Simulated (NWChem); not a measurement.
System meant: CH₃BaFO; SMILES C[O][Ba][F]

Here is an NWChem input.

```
start job
memory heap 200 mb stack 700 mb global 900 mb
geometry units angstroms noautoz
  Ba     0.225022    -0.509674     0.336264
  F     -1.569302    -1.583902    -0.487068
  O      0.124956     1.781880     0.238774
  C     -0.280272     3.074488     0.019289
  H     -0.342609     3.672644     0.956060
  H      0.411035     3.636529    -0.648108
  H     -1.285349     3.146014    -0.454516
end
basis spherical
  Ba library def2-svp
  F library def2-svp
  O library def2-svp
  C library def2-svp
  H library def2-svp
end
ecp
  Ba library def2-ecp
end
dft
  xc xpbe96 cpbe96
  iterations 4
  mulliken
end
task dft energy
```

End of the output:

```
    Atom       Charge   Shell Charges
 -----------   ------   -------------------------------------------------------
    1 Ba  10     9.36   0.26  1.56  0.21  0.04  4.32  1.60  0.22  0.93  0.22
    2 F    9     9.37   1.98  1.04  0.85  3.18  2.32  0.00
    3 O    8     8.31   1.97  0.92  0.64  2.66  2.10  0.02
    4 C    6     5.93   1.96  0.57  0.30  1.79  1.17  0.14
    5 H    1     1.01   0.66  0.29  0.06
    6 H    1     1.01   0.66  0.29  0.06
    7 H    1     1.01   0.66  0.29  0.06

 center of mass
 --------------
 x =   0.09776089 y =   0.24611161 z =   0.00000000

 moments of inertia (a.u.)
 ------------------
        1017.781660813919          -0.000007021896           0.000000000000
          -0.000007021896         244.666653311610           0.000000000000
           0.000000000000           0.000000000000        1251.137972179642

     Multipole analysis of the density
     ---------------------------------

     L   x y z        total         alpha         beta         nuclear
     -   - - -        -----         -----         ----         -------
     0   0 0 0      0.000000    -18.000000    -18.000000     36.000000

     1   1 0 0      1.955962     16.042160     16.042160    -30.128357
     1   0 1 0      0.408940     21.234164     21.234164    -42.059387
     1   0 0 1      0.000000      0.000000      0.000000      0.000000

     2   2 0 0    -34.380008    -65.379150    -65.379150     96.378291
     2   1 1 0      6.771295     11.177415     11.177415    -15.583534
     2   1 0 1     -0.000000     -0.000000     -0.000000      0.000000
     2   0 2 0    -39.052779   -279.504424   -279.504424    519.956070
     2   0 1 1      0.000000      0.000000      0.000000      0.000000
     2   0 0 2    -28.891086    -17.251174    -17.251174      5.611263

 ------------------------------------------------------------------------
 dft energy failed                                                                                  0
 ------------------------------------------------------------------------
 ------------------------------------------------------------------------
  current input line :
    27: task dft energy
 ------------------------------------------------------------------------
 ------------------------------------------------------------------------
 This type of error is most commonly associated with calculations not reaching convergence criteria
 ------------------------------------------------------------------------
 For more information see the NWChem manual at https://nwchemgit.github.io

0:dft energy failed:Received an Error in Communication
```

Task: Can this run be used? If not, why, and what is the fix?

Result: Convergence was not reached. Cause: the SCF was allowed too few iterations. This input runs:
```
start job
memory heap 200 mb stack 700 mb global 900 mb
geometry units angstroms noautoz
  Ba     0.225022    -0.509674     0.336264
  F     -1.569302    -1.583902    -0.487068
  O      0.124956     1.781880     0.238774
  C     -0.280272     3.074488     0.019289
  H     -0.342609     3.672644     0.956060
  H      0.411035     3.636529    -0.648108
  H     -1.285349     3.146014    -0.454516
end
basis spherical
  Ba library def2-svp
  F library def2-svp
  O library def2-svp
  C library def2-svp
  H library def2-svp
end
ecp
  Ba library def2-ecp
end
dft
  xc xpbe96 cpbe96
  iterations 150
  mulliken
end
task dft energy
```
It converges to -240.16515 Ha (PBE/def2-SVP with def2 effective core potentials on Ba).
